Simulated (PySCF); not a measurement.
HfOCl, SMILES [O]=[Hf][Cl] (connectivity only; charge and spin as stated), neutral, multiplicity 2. Geometry: B3LYP-D3(BJ)/def2-TZVP. The spin state was assumed, not searched. The def2 effective core potentials stand for the cores of Hf; spin–orbit coupling is left out.

Method: B3LYP-D3(BJ)/def2-TZVP (PySCF 2.14.0).

Harmonic wavenumbers (cm⁻¹): 163, 358, 943. Rotational constants (GHz): 14.33, 2.715, 2.283; symmetry number 1.

Q: Work out the zero-point energy and the ideal-gas rigid-rotor harmonic-oscillator thermochemistry at 298.15 K and 1 atm.

A: ZPE = ½ Σ hcν = ½ × 1463 cm⁻¹ = 8.75 kJ/mol. H − E(el) = 21.35 kJ/mol. Entropy in J/(mol K): translation 176.56, rotation 107.51, vibration 15.76, spin 5.76, total 305.60. G − E(el) = -69.77 kJ/mol. Cp = 49.54 J/(mol K).
